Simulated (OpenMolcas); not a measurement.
Os4+ (d4) in a complex was computed by SS-CASPT2, IPEA 0.25 Eh, imaginary shift 0.1 Eh with the d shell active (OpenMolcas, ANO-RCC-VDZP on the metal). Its lowest spin-free states, and all those of the highest spin:

```tsv
2S+1	Degeneracy	E (cm-1)
5	3	0
1	1	1960
3	3	2480
3	3	3690
1	3	4690
3	2	5910
1	3	6490
3	3	6510
3	3	6760
3	3	7650
1	2	8270
1	3	8680
5	2	8840
```

Problem. Is the site octahedral, tetrahedral or cube-like, axial, or of lower symmetry?

Solution. The states with 2S+1 = 5 have orbital degeneracies 3, 2. Threefold states need a cubic site. For d4 at this spin an octahedron puts the twofold E below the threefold T2 and a tetrahedron or cube puts the threefold T2 below the twofold E, so the site is a tetrahedron or a cube, which this pattern cannot tell apart. The first gap at this spin, 8840 cm-1, is |10Dq| in ligand-field theory. The run had Os4+ with 4 ligands (sulfide) in tetrahedral coordination (Td) at 2.41 Å. A charge of +1 e stands 2.6 Å behind each ligand. Ligand basis ANO-RCC-VDZP.

Roots that are degenerate in the reference are averaged as groups; the widest CASPT2 spread within a group is 530 cm-1 (the 3-fold group of multiplicity 3 near 2480 cm-1 above the lowest state of its run). Shifts and gaps below about the spread of the groups concerned are not significant. Over all roots computed the reference weight is 0.58 to 0.64; the roots of lowest weight are the least certain, and an intruder state may touch them. Spin-orbit coupling mixes the spin-free states strongly: the lowest level takes only 37 % from its leading state, 2S+1 = 3, which lies 2480 cm-1 above the lowest spin-free state. This shell can be high or low spin here, a state of another spin lies low, and with metal d orbitals alone active their balance is uncertain, so the ground spin may be wrong. The least metal-like active orbital is 66 % on the metal (Löwdin) and no ligand orbital is active, so the numbers are rough, and ground spin, moment and any spin crossover can be artefacts of this space; highly charged d ions in such sites are as a rule low spin. The sulfide ions are held by bare point charges, a crude embedding. Ligand-to-metal charge-transfer states are missing. These CASPT2 states fit no ligand-field parameters well, so their order and spin gaps are uncertain. With no ligand orbital active B as a rule stays too high, so bands that hang on it stand too high and its fall with covalency is understated. With one d shell and no ligand orbital active, 10Dq can be off by a tenth or more. The distance lies 6 % over the 2.28 Å that this model takes as the normal distance (a Shannon-type radius plus a fixed donor radius); by an R⁻⁵ law this alone changes a d-shell field by about -24 %. No measured value stands beside these numbers; the geometry is a model, was not optimised and need not be the one that this ion takes.
